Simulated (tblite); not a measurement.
Compound: C6H4NS (doublet state).
SMILES with atom numbers: `[H]/[N:8]=[CH:7]/[C:6]#[C:5][C@@H:3]([C:2]#[CH:1])[S:4]` (hydrogens: H9 on C1; H10 on C3; H11 on C7; H12 on N8)

The geometry is computed with GFN2-xTB (gas phase). This method treats the open shell by occupation alone, without spin polarisation.

Question: Give the optimised bond lengths and angles.

Answer: 
```json
{"bond": "C1≡C2", "length (Å)": "1.197", "order": "triple"}
{"bond": "C2–C3", "length (Å)": "1.447", "order": "single"}
{"bond": "C3–S4", "length (Å)": "1.838", "order": "single"}
{"bond": "C3–C5", "length (Å)": "1.444", "order": "single"}
{"bond": "C5≡C6", "length (Å)": "1.205", "order": "triple"}
{"bond": "C6–C7", "length (Å)": "1.413", "order": "single"}
{"bond": "C7=N8", "length (Å)": "1.259", "order": "double"}
{"bond": "C1–H9", "length (Å)": "1.049", "order": "single"}
{"bond": "C3–H10", "length (Å)": "1.097", "order": "single"}
{"bond": "C7–H11", "length (Å)": "1.101", "order": "single"}
{"bond": "N8–H12", "length (Å)": "1.016", "order": "single"}
```

Orders are formal, as drawn. A selection of angles:
```json
{"angle": "C1–C2–C3", "degrees": "177.2"}
{"angle": "C2–C3–S4", "degrees": "109.8"}
{"angle": "C2–C3–C5", "degrees": "111.1"}
{"angle": "S4–C3–C5", "degrees": "109.2"}
{"angle": "C3–C5–C6", "degrees": "176.8"}
{"angle": "C5–C6–C7", "degrees": "179.3"}
{"angle": "C6–C7–N8", "degrees": "121.4"}
{"angle": "H12–N8–C7", "degrees": "115.9"}
```

Torsions: H12–N8–C7–C6 180° (antiperiplanar).

C7 (carbon bonded to C, N and H) is planar (angles 125.5°, 121.4° and 113.1°, sum 360.0°, 0.00 Å off the plane of its three neighbours). The 5 C–C bonds span 1.197 Å (C1≡C2, drawn triple) to 1.447 Å (C2–C3, drawn single), a spread of 0.250 Å.

Point group: C1 (no symmetry element, even within 0.4 Å). Its GFN2-xTB frequencies are all real (lowest 21 cm⁻¹). 2 starts were optimised and ended at 0.00 and 0.66 kcal/mol (GFN2-xTB); the lowest of these is shown.
